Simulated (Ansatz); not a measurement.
`CC(C)O[Si]Cl` → `O[Si]Cl` + propene at 600 K and 1 bar (alkene loss).

Isolated molecules relaxed with PBE0-D4/def2-TZVP in Ansatz; ΔE leaves out vibrations. CBS: MP2 limit from def2 TZ/QZ plus the TZ coupled-cluster correction, frozen cores. This one scheme is used for every species. Each species was taken in one conformer, which may not be the lowest.

```json
{"species": "`CC(C)O[Si]Cl`", "CCSD(T)/CBS energy (Eh)": "-942.47258", "H − E (kJ/mol)": "333.6", "S (J/(mol·K))": "483.6"}
{"species": "`O[Si]Cl`", "CCSD(T)/CBS energy (Eh)": "-824.69782", "H − E (kJ/mol)": "72.4", "S (J/(mol·K))": "323.1"}
{"species": "`C=CC`", "CCSD(T)/CBS energy (Eh)": "-117.74610", "H − E (kJ/mol)": "248.6", "S (J/(mol·K))": "323.1"}
```

H − E and S are ideal-gas, rigid-rotor, harmonic terms from PBE0-D4/def2-TZVP, for one conformer and one mirror image of each species. 1 Eh = 2625.50 kJ/mol, R = 8.31446 J/(mol·K).

Q: By hand: ΔE, ΔH, ΔS and ΔG.

A: ΔE = (-824.69782) + (-117.74610) − (-942.47258) = 0.02866 Eh = 75.2 kJ/mol. Δ(H − E) = 72.4 + 248.6 − 333.6 = -12.6, so ΔH = 62.6 kJ/mol. ΔS = 323.1 + 323.1 − 483.6 = 162.6 J/(mol·K). ΔG = 62.6 − 600 × (162.6)/1000 = -35.0 kJ/mol.

Q: By hand: the equilibrium constant, and the temperature at which ΔG would vanish if ΔH and ΔS stayed fixed.

A: log₁₀ K = −ΔG/(RT ln 10) = 3.0. ΔG = 0 at ΔH/ΔS = 385 K.

The number of gas molecules changes by +1, which sets the sign of ΔS. A doubt of 5 kJ/mol in ΔE shifts log₁₀ K by 0.4 here. Other conformers and mirror images would add mixing entropy, several J/(mol·K) or more a flexible species. Modes under 60 cm⁻¹, often nearly free rotors, make the harmonic entropy too high. These are equilibria of isolated gas molecules and say nothing of rates. Largest T1 diagnostic: 0.014 (customary marks: 0.02 for closed shells, 0.045 for open ones).
